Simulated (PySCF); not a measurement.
A side-by-side comparison of computed properties.

First species: C9H7N3.
SMILES: `c1ccc(-c2ccnnn2)cc1`

Second species: C10H9N.
Atom-mapped SMILES: `[CH:1]#[C:2]/[CH:3]=[CH:4]/[C:5](=[CH:6]/[CH3:7])/[CH:8]=[CH:9]/[C:10]#[N:11]` (hydrogens: H12 on C1; H13 on C3; H14 on C4; H15 on C6; H16, H17, H18 on C7; H19 on C8; H20 on C9)

Structure used (GFN2-xTB), in Å, numbered top down from 1:
```
atom  x, y, z in Å
C1     4.4074    1.0891   -0.3409
C2     3.2117    0.9864   -0.2727
C3     1.8125    0.8725   -0.2048
C4     1.2001   -0.2635    0.1591
C5    -0.2382   -0.4522    0.2813
C6    -0.7012   -1.4791    1.0204
C7    -2.1213   -1.8580    1.2456
C8    -1.1443    0.4751   -0.3914
C9    -0.9468    0.9672   -1.6215
C10   -1.8541    1.8552   -2.2228
N11   -2.5893    2.5860   -2.7157
H12    5.4506    1.1816   -0.3987
H13    1.2558    1.7679   -0.4517
H14    1.8099   -1.1120    0.4433
H15    0.0199   -2.1307    1.4987
H16   -2.3351   -1.8683    2.3152
H17   -2.2939   -2.8688    0.8740
H18   -2.8176   -1.1894    0.7492
H19   -2.0413    0.7601    0.1446
H20   -0.0902    0.6916   -2.2230
```

Levels: PBE0/pcSseg-1 for dipole moment, HOMO energy, LUMO energy and HOMO–LUMO gap; GFN2-xTB for rotational constant A and rotational constant C. Geometries: GFN2-xTB. All species are isolated and taken at one optimised geometry, non-relativistic unless stated; the electronic structure was computed with PySCF and density fitting.

The conformers computed, where there is a choice (atom-mapped SMILES and torsion angles):
- `[cH:1]1[cH:2][cH:3][c:4](-[c:5]2[cH:6][cH:7][n:8][n:9][n:10]2)[cH:11][cH:12]1`: C3–C4–C5–C6 0°
- `[CH:1]#[C:2]/[CH:3]=[CH:4]/[C:5](=[CH:6]/[CH3:7])/[CH:8]=[CH:9]/[C:10]#[N:11]`: C3–C4–C5–C6 -160°, C4–C5–C8–C9 40°

**Question.** Which of the two has the higher HOMO–LUMO gap, and by how much?

**Answer.** The first: 4.77 eV against 4.54 eV, a difference of 0.23 eV.

**Question.** Which of the two has the higher rotational constant C, and by how much?

**Answer.** The first: 0.486 GHz against 0.436 GHz, a difference of 0.050 GHz.

**Question.** Which of the two has the higher HOMO energy, and by how much?

**Answer.** The second: -6.64 eV against -7.00 eV, a difference of 0.36 eV.

**Question.** Which has the higher LUMO energy?

**Answer.** The second: -2.10 eV against -2.23 eV, a difference of 0.13 eV.

**Question.** Which has the higher rotational constant A?

**Answer.** The first: 3.048 GHz against 1.105 GHz, a difference of 1.943 GHz.

**Question.** Which has the higher dipole moment?

**Answer.** The first: 5.36 D against 4.85 D, a difference of 0.51 D.

On the first: In atomic units the dipole is 2.11 e·bohr (1 au = 2.5417 D). GFN2-xTB frequencies show an imaginary mode (38i cm⁻¹), so this geometry is no minimum at that level.

On the second: In atomic units the dipole is 1.91 e·bohr (1 au = 2.5417 D). A dipole of 4.85 D is allowed in C1, and pure rotational transitions are dipole-allowed.
